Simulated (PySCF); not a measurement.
CH7BNP.
Numbering: `[CH3:1][NH:2][BH:3][PH2:4]` (hydrogens: H5, H6, H7 on C1; H8 on N2; H9 on B3; H10, H11 on P4)

Torsions of this conformer, `[CH3:1][NH:2][BH:3][PH2:4]`: C1–N2–B3–P4 174°, H–P4–B3–N2 133°, H–P4–B3–N2 36°.

The closed-shell ground state was solved at several levels (PySCF, density fitting, gas phase, non-relativistic). Isolated species at its PBE0-D3(BJ)/def2-SVP geometry (one conformer only).

```csv
level,basis functions,total energy (Eh),HOMO (eV),LUMO (eV),gap (eV),dipole (D)
PBE/pcSseg-2,249,-463.0387,-5.81,-0.98,4.83,2.66
CAM-B3LYP/pcSseg-2,249,-463.3100,-8.22,0.92,9.14,2.59
mPW1PW91/pcSseg-2,249,-463.3556,-6.96,-0.09,6.87,2.61
BP86/pcSseg-2,249,-463.4057,-5.90,-1.03,4.87,2.66
LDA/pcSseg-2,249,-460.9748,-5.90,-1.17,4.73,2.70
```

Task: Estimate the row for PBE0/6-31G, a basis of 54 functions; the other rows only guide the guess.

Result: Total energy -462.9355 Eh, HOMO -6.68 eV, LUMO 0.48 eV, gap 7.16 eV, dipole 3.16 D.

Task: Over all these levels, which gives the widest orbital gap and which the narrowest?

Result: CAM-B3LYP/pcSseg-2 (range-separated hybrid) has the widest, 9.14 eV, and LDA/pcSseg-2 (LDA) the narrowest, 4.73 eV. The two share the basis. From the narrowest to the widest the HOMO moves by -2.32 eV and the LUMO by +2.09 eV.

Task: How far do the dipole and the HOMO energy spread over the levels?

Result: The dipole runs from 2.59 to 3.16 D (mean 2.73 D) and the HOMO from -8.22 to -5.81 eV.
